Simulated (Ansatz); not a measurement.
Start from `[SiH3]CC[SeH]` and change one atom or group to get `O[SiH2]CC[SiH3]`.

Ansatz, PBE0-D4/def2-TZVP geometries, multiplicity 1. Each molecule was computed in one conformer, which needn't be the lowest.

Scalar relativity is left out up to krypton.

```tsv
property	`[SiH3]CC[SeH]`
HOMO–LUMO gap (ωB97M-V/def2-TZVPP) / eV	10.41
LUMO energy (PBE/def2-TZVPP) / eV	-0.97
HOMO energy (PBE/def2-TZVPP) / eV	-5.40
HOMO energy (PBE0/def2-TZVPP) / eV	-6.55
HOMO–LUMO gap (PBE/def2-TZVPP) / eV	4.42
size of the dipole moment (B3LYP/def2-TZVPP) / D	0.94
```

Q: What does the change do to each property? (Estimate.)

A: Ansatz gave: 
| property | `O[SiH2]CC[SiH3]` | shift |
| --- | --- | --- |
| HOMO–LUMO gap (ωB97M-V/def2-TZVPP) / eV | 12.17 | 1.76 |
| LUMO energy (PBE/def2-TZVPP) / eV | -0.62 | 0.35 |
| HOMO energy (PBE/def2-TZVPP) / eV | -6.71 | -1.31 |
| HOMO energy (PBE0/def2-TZVPP) / eV | -8.07 | -1.52 |
| HOMO–LUMO gap (PBE/def2-TZVPP) / eV | 6.09 | 1.67 |
| size of the dipole moment (B3LYP/def2-TZVPP) / D | 1.84 | 0.90 |

With PBE0 the HOMO falls by 1.52 eV and the LUMO rises by 0.32 eV, so the gap widens by about 1.84 eV. PBE moves the HOMO by -1.31 eV and ωB97M-V by -1.58 eV. Dipoles are sizes alone; their direction can turn.

B3LYP here is the variant with VWN-RPA as its local correlation; programs differ in this.

Spin–orbit coupling is left out; it splits and shifts lone-pair levels of the heavy atoms by tenths of an eV.
